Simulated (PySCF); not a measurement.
NMR data simulated for an unnamed compound:

$^{1}$H NMR (500 MHz, computed): δ 7.95 (m, 1H), 7.84 (m, 1H), 7.50 (m, 1H), 7.49 (m, 1H).

$^{13}$C{$^{1}$H} NMR (computed): δ 175.0 (C), 142.0 (CH), 139.8 (CH), 129.6 (CH), 122.8 (CH), 119.5 (C), 106.7 (C).

Computational details: shielding tensors at PBE0/pcSseg-1 (GIAO), GFN2-xTB geometry, in PySCF 2.14 (in vacuum, single conformer, no relativistic terms).

References, each an isolated molecule treated in the same way: $^{1}$H (31.72 ppm) and $^{13}$C (186.93 ppm) against TMS.

Problem. Which of these does the molecule contain: a benzene ring, a tert-butyl group, a nitrile, an amide, an ester?

Solution. 
- A benzene ring: yes.
- A tert-butyl group: no.
- A nitrile: yes (δC 119.5).
- An amide: no.
- An ester: no.

The data belong to 2-fluorobenzonitrile, C7H4FN; they needn't prove each group on their own.

Carbon signals by region: 1 in the far downfield region (above 160 ppm), 6 in the sp2 and nitrile region (100–160 ppm). Above 160 ppm: 175.0, aromatic carbon bearing fluorine.

Splittings by $^{19}$F in the carbon and heteronuclear signals aren't shown, as no couplings were computed. Shifts are as computed. Against solution values, carbons near 30 ppm lie about +3 ppm off and those near 130 ppm about +5 ppm. Of 1211 compounds with measured shifts, 218 miss one by over three times the rms of a fit or turn the order of signals round; such compounds aren't used in these exercises. Multiplicities follow the n + 1 count of equivalent neighbours, as no J values were calculated; m marks all less simple cases, F and P coupling included.
